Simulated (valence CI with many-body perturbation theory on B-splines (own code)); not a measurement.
**Nb2+: calculated level list**

Level of theory: configuration interaction combined with many-body perturbation theory (CI+MBPT): three valence electrons over a frozen Dirac-Fock core [Kr], a basis of 9 s, 9 p, 10 d, 8 f, 5 g, 3 h, 1 i functions for each j, with the one-electron correlation potential Σ1 (screened to all orders), the two-electron term Σ2, the three-electron term Σ3, Breit, model QED; selected single and double excitations, second order for the rest, scaled by the run's own slope (own B-spline code, finite nucleus).

Set against measurement, 24 paired levels are off by 556 cm⁻¹ on average, the worst by 1107. These come from a selection out of Shadmi, J. Res. Natl. Bur. Stand. 70A, 435 (1966). Levels without a partner in it may be off by more, other configurations by 1,000 to 8,000 cm⁻¹.

Levels 46 to 69 of 69, with energies above the lowest level, 4d³ ⁴F_3/2. "Leading %" is the weight of the configuration and term that name the level; weights of strongly mixed levels are sums over their largest components and can fall short. In the jj column 3d3/2^4 stands for four electrons in 3d with j = 3/2. Lifetimes count E1, E2, E3, M1 and M2 decay at the calculated energies, and are blank where another channel may lead or the interval is too uncertain; long ones can be off by a factor of two.

```tsv
No.	Configuration	Term	J	E (cm⁻¹)	Leading %	Lifetime	Leading jj	Second component
46	4d²5p	⁴F°	9/2	68862	89	1.09 ns	4d3/2 4d5/2 5p3/2 (39 %)	4 % 4d²5p ²G°
47	4d²5p	⁴D°	1/2	69288	96	820 ps	4d3/2^2 5p3/2 (72 %)	
48	4d²5p	²D°	5/2	69297	46	1.43 ns	4d3/2 4d5/2 5p3/2 (62 %)	21 % 4d²5p ⁴D°
49	4d²5p	⁴D°	3/2	69795	86	869 ps	4d3/2 4d5/2 5p3/2 (68 %)	10 % 4d²5p ²D°
50	4d²5p	⁴D°	5/2	70428	70	959 ps	4d5/2^2 5p3/2 (44 %)	24 % 4d²5p ²D°
51	4d²5p	⁴D°	7/2	70716	84	920 ps	4d5/2^2 5p3/2 (42 %)	11 % 4d²5p ²F°
52	4d5s²	²D	3/2	71456	92	49.2 μs	4d3/2 5s^2 (92 %)	
53	4d²5p	²G°	7/2	71652	94	1.16 ns	4d3/2 4d5/2 5p3/2 (46 %)	
54	4d²5p	²S°	1/2	71789	93	1.21 ns	4d3/2 4d5/2 5p3/2 (37 %)	
55	4d²5p	²G°	9/2	72800	90	1.18 ns	4d5/2^2 5p3/2 (54 %)	6 % 4d²5p ⁴F°
56	4d5s²	²D	5/2	73106	92	41.6 μs	4d5/2 5s^2 (92 %)	
57	4d²5p	⁴S°	3/2	74217	47	976 ps	4d3/2 4d5/2 5p1/2 (46 %)	37 % 4d²5p ²P°
58	4d²5p	⁴S°	3/2	75510	44	1.05 ns	4d5/2^2 5p1/2 (36 %)	24 % 4d²5p ²P°
59	4d²5p	⁴D°	1/2	75552	96	1.63 ns	4d3/2^2 5p1/2 (36 %)	
60	4d²5p	²F°	5/2	75985	67	987 ps	4d3/2 4d5/2 5p1/2 (50 %)	11 % 4d²5p ⁴D°
61	4d²5p	⁴D°	3/2	76158	85	1.45 ns	4d3/2 4d5/2 5p1/2 (46 %)	8 % 4d²5p ²P°
62	4d²5p	²P°	1/2	76513	90	934 ps	4d5/2^2 5p3/2 (45 %)	
63	4d²5p	²F°	7/2	77052	65	918 ps	4d3/2 4d5/2 5p3/2 (47 %)	18 % 4d²5p ⁴D°
64	4d²5p	⁴D°	5/2	77083	68	1.28 ns	4d3/2 4d5/2 5p3/2 (41 %)	19 % 4d²5p ²F°
65	4d²5p	²D°	3/2	77535	64	1.38 ns	4d5/2^2 5p3/2 (38 %)	24 % 4d²5p ²P°
66	4d²5p	²D°	5/2	77926	67	1.61 ns	4d3/2 4d5/2 5p3/2 (49 %)	14 % 4d²5p ⁴D°
67	4d²5p	⁴D°	7/2	78376	67	1.14 ns	4d5/2^2 5p3/2 (48 %)	19 % 4d²5p ²G°
68	4d²5p	⁴P°	1/2	78997	92	1.41 ns	4d3/2 4d5/2 5p3/2 (36 %)	
69	4d²5p	²G°	9/2	79025	90	776 ps	4d3/2 4d5/2 5p3/2 (44 %)	7 % 4d²5p ²H°
```

Names give the largest LS component (configuration and term), which can be under half, so a name can repeat, a term be missing and a line seem to break the LS rules; names also repeat where a configuration has a term twice.

Where two levels of one J and parity lie close, their mixing, g and order are uncertain.
